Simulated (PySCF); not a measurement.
A structure optimised at PBE-D3(BJ)/def2-SVP, used in a PySCF frequency run:

```
C
C 1 1.3436
F 2 1.3416 1 122.65
H 1 1.1020 2 116.33 3 -179.73
H 2 1.1047 3 111.57 1 -179.99
Si 1 1.8550 4 119.63 2 179.19
F 6 1.6356 1 110.26 4 83.49
H 6 1.4899 7 107.67 1 -125.43
Cl 6 2.0709 8 109.56 7 116.03
```
Charge 0, spin multiplicity 1.

Question: Write its SMILES and formula.

Answer: F/C=C\[Si@H](F)Cl, C2H3ClF2Si

Question: What are its rotational constants (standard atomic weights)?

Answer: 4.0672, 1.1996, 1.0343 GHz
